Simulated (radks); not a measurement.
Values are calculated unless marked as measured or tabulated.
Ca4+, 16 electrons, occupied as [He] 2s2 2p5 3s2 3p4 4p1 (not the ground configuration). Level of theory: Dirac Kohn-Sham, Wu-Cohen GGA, spin-unpolarised, spherical densities, finite nucleus; open shells fill j = l - 1/2 first; Fermi nuclear charge, rms radius 3.4776 fm (a radial shooting solver on a logarithmic mesh with Libxc functionals). Some entries of the table are withheld. Estimate them.

orbital,occ.,eigenvalue (eV),<1/r> (bohr^-1)
1s1/2,2,-4070.470,19.74
2s1/2,2,(1),4.137
2p1/2,2,-439.8643,(2)
2p3/2,3,-435.9606,(3)
3s1/2,2,(4),1.359
3p1/2,2,-90.9123,1.274
3p3/2,2,-90.3588,1.266
4p1/2,1,(5),0.5103
4p3/2,0,(6),0.5081

Answer. 
(1) 2s1/2 eigenvalue (eV): -512.7745
(2) 2p1/2 <1/r> (bohr^-1): 4.071
(3) 2p3/2 <1/r> (bohr^-1): 4.029
(4) 3s1/2 eigenvalue (eV): -111.0993
(5) 4p1/2 eigenvalue (eV): -33.0094
(6) 4p3/2 eigenvalue (eV): -32.8950
